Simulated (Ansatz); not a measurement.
C2H4F4OSn, SMILES `[F][SnH2][O]CC(F)(F)F` at its PBE0-D4/def2-TZVP geometry, where that method's forces vanish. The species carries charge 0 and has multiplicity 1. Sn takes the def2 core potential.

```
atom   x (Å)   y (Å)   z (Å)
  F1   1.643  -1.680   2.634
 Sn2   0.443  -1.527   1.150
  O3   1.039   0.176   0.363
  C4   0.139   1.147  -0.043
  C5  -0.577   0.749  -1.318
  F6  -1.503   1.648  -1.654
  F7  -1.210  -0.438  -1.150
  F8   0.250   0.600  -2.350
  H9   0.845  -2.801   0.113
 H10  -1.107  -1.321   1.808
 H11  -0.642   1.370   0.698
 H12   0.678   2.077  -0.251
```

(1) For each bond, give half the difference of the two atoms' forces along it (eV/Å; positive pushes the atoms apart) under PBE-D4, r2SCAN-D4, B3LYP-D4, ωB97M-V in def2-TZVPP. (Estimate.)

## Answers

(1) The calculation gave: 
```json
{"bond": "F1–Sn2", "length (Å)": "1.914", "PBE-D4": "0.51", "r2SCAN-D4": "0.11", "B3LYP-D4": "0.28", "ωB97M-V": "0.08"}
{"bond": "Sn2–O3", "length (Å)": "1.968", "PBE-D4": "0.29", "r2SCAN-D4": "0.05", "B3LYP-D4": "0.16", "ωB97M-V": "-0.05"}
{"bond": "Sn2–H9", "length (Å)": "1.691", "PBE-D4": "-0.01", "r2SCAN-D4": "-0.03", "B3LYP-D4": "-0.06", "ωB97M-V": "-0.10"}
{"bond": "Sn2–H10", "length (Å)": "1.697", "PBE-D4": "-0.02", "r2SCAN-D4": "-0.04", "B3LYP-D4": "-0.04", "ωB97M-V": "-0.09"}
{"bond": "O3–C4", "length (Å)": "1.385", "PBE-D4": "0.27", "r2SCAN-D4": "0.27", "B3LYP-D4": "0.23", "ωB97M-V": "0.27"}
{"bond": "C4–C5", "length (Å)": "1.516", "PBE-D4": "-0.26", "r2SCAN-D4": "-0.18", "B3LYP-D4": "-0.08", "ωB97M-V": "-0.09"}
{"bond": "C4–H11", "length (Å)": "1.100", "PBE-D4": "0.05", "r2SCAN-D4": "-0.07", "B3LYP-D4": "-0.12", "ωB97M-V": "-0.13"}
{"bond": "C4–H12", "length (Å)": "1.095", "PBE-D4": "0.09", "r2SCAN-D4": "-0.06", "B3LYP-D4": "-0.16", "ωB97M-V": "-0.16"}
{"bond": "C5–F6", "length (Å)": "1.334", "PBE-D4": "0.56", "r2SCAN-D4": "0.25", "B3LYP-D4": "0.26", "ωB97M-V": "0.16"}
{"bond": "C5–F7", "length (Å)": "1.356", "PBE-D4": "0.58", "r2SCAN-D4": "0.29", "B3LYP-D4": "0.28", "ωB97M-V": "0.18"}
{"bond": "C5–F8", "length (Å)": "1.330", "PBE-D4": "0.58", "r2SCAN-D4": "0.25", "B3LYP-D4": "0.27", "ωB97M-V": "0.16"}
```

B3LYP here is the variant with VWN-RPA as its local correlation; programs differ in this.

Results of the Gaussian-basis code of Ansatz.
